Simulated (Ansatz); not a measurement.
`CO[SiH](O)O` + `CC[O][SnH3]` → `CC[Si](O)(O)OC` + `[OH][SnH3]`  (redistribution)

Program: Ansatz. Geometries: PBE0-D4/def2-TZVP. ΔE: electronic, gas phase. CCSD(T)/CBS adds triple-zeta CCSD(T) − MP2 to the extrapolated MP2 energy (def2 sets, frozen cores). DFT in def2-TZVPP. def2 core potentials past Kr. For Sn outer-core shells are correlated without core-valence functions, which leaves a few kJ/mol of doubt a bond. Each species was taken in one conformer, which may not be the lowest.

`CO[SiH](O)O`:

Z-matrix (Å, degrees):
```
C
O 1 1.410
H 1 1.091 2 108.4
H 1 1.096 2 111.7 3 119.3
H 1 1.094 2 111.1 3 -119.3
Si 2 1.636 1 123.8 3 -168.4
O 6 1.634 2 105.6 1 174.9
O 6 1.631 2 114.3 1 -65.5
H 6 1.477 2 109.6 1 51.7
H 7 0.958 6 116.4 2 -25.2
H 8 0.959 6 117.5 2 -75.5
```

`CC[O][SnH3]`:

Z-matrix (Å, degrees):
```
C
C 1 1.511
H 1 1.092 2 110.3
H 1 1.093 2 110.7 3 120.2
H 1 1.092 2 110.3 3 -119.5
O 2 1.408 1 109.1 3 59.7
H 2 1.102 1 109.5 3 -61.9
H 2 1.102 1 109.5 3 -178.6
Sn 6 1.967 2 118.9 1 179.9
H 9 1.709 6 107.5 2 -60.2
H 9 1.709 6 107.5 2 59.2
H 9 1.699 6 103.9 2 179.5
```

`CC[Si](O)(O)OC`:

Z-matrix (Å, degrees):
```
C
C 1 1.527
H 1 1.093 2 111.6
H 1 1.093 2 111.6 3 -120.4
H 1 1.093 2 111.2 3 119.6
Si 2 1.853 1 113.7 3 -59.6
H 2 1.095 1 110.6 3 179.2
H 2 1.096 1 110.7 3 62.6
O 6 1.638 2 106.0 1 178.6
O 6 1.640 2 112.9 1 -61.1
O 6 1.644 2 111.9 1 55.8
H 9 0.959 6 117.0 2 164.0
H 10 0.958 6 115.6 2 110.5
C 11 1.408 6 124.0 2 59.6
H 14 1.092 11 108.4 6 173.9
H 14 1.096 11 111.5 6 -67.0
H 14 1.095 11 111.6 6 54.5
```

`[OH][SnH3]`:

```xyz
6

O     0.072    1.486   -0.203
Sn   -0.048   -0.478   -0.118
H     0.218    1.894    0.653
H    -1.356   -0.897    0.900
H     1.424   -1.085    0.504
H    -0.309   -0.919   -1.737
```

```csv
level,ΔE (kJ/mol),difference from CCSD(T)/CBS
BLYP-D4,-77.7,4.6
ωB97X-V,-80.1,2.2
PBE-QIDH,-83.7,-1.4
PBE0,-80.7,1.6
r2SCAN0,-83.6,-1.3
CAM-B3LYP,-73.8,8.5
MP2/def2-SVP,-70.4,11.9
HF/def2-TZVPP,-66.1,16.2
SCS-MP2/def2-TZVPP,-78.6,3.7
SCS-MP2/def2-QZVPP,-79.3,3.0
CCSD(T)/CBS,-82.3,0
```

Largest T1 diagnostic among the species: 0.014.

From BLYP to BHLYP (50 % exact exchange), in def2-TZVPP and without D4, ΔE moves by −5.2 kJ/mol. At CCSD(T), def2-SVP lies +18.7 kJ/mol from the extrapolated value and def2-TZVPP +1.2 kJ/mol.
